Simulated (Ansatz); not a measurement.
System: CH5Ge, net charge 0, doublet state. It need not be the lowest isomer of its formula. 
Coordinates optimised at B3LYP-D3(BJ)/def2-TZVP (Ansatz, a first-principles code):
```
Ge
H 1 1.5391
H 1 1.5391 2 109.75
H 1 1.5445 2 108.10 3 117.68
C 1 1.9281 2 109.99 4 121.18
H 5 1.0828 1 121.98 2 151.66
H 5 1.0828 6 116.00 1 -177.81
```
Charge 0, spin multiplicity 2.

Wanted: vertical electron affinity (to the singlet state of charge -1; a negative value means that the extra electron is unbound and the number depends on the basis; each state is the SCF solution reached for its spin), in eV. Cores are frozen in the correlated levels unless marked. UHF or UKS for open shells. Spin-orbit coupling is left out. Frozen are the shells of the preceding noble gas and the d and f shells that filled before the atom's block. No relativistic terms. Anions need diffuse functions: aug- sets have them; def2-D sets add few. CBS(X,Y): correlation extrapolated as X^-3; Hartree-Fock from the larger set. The bracket is a focal-point correction in the basis named.

| level | program | vertical electron affinity (eV) |
|---|---|---|
| r2SCAN/def2-TZVPD | Ansatz | 0.29 |
| wB97M-V/def2-TZVPD | Ansatz | 0.49 |
| wB97X-V/def2-TZVPD | Ansatz | [?] |
| wB97X/def2-TZVPD | Ansatz | [?] |
| SCS-MP2/def2-SVPD | Ansatz | 0.28 |
| CCSD/def2-TZVPPD | Ansatz | 0.31 |
| RI-MP2/CBS(aug-cc-pVTZ,aug-cc-pVQZ)+[CCSD(T)-MP2]/aug-cc-pVTZ | Ansatz | [?] |

**Question.** Fill in the missing entries.

**Answer.** 
- wB97X-V/def2-TZVPD, vertical electron affinity (eV): 0.41
- wB97X/def2-TZVPD, vertical electron affinity (eV): 0.42
- RI-MP2/CBS(aug-cc-pVTZ,aug-cc-pVQZ)+[CCSD(T)-MP2]/aug-cc-pVTZ, vertical electron affinity (eV): 0.65
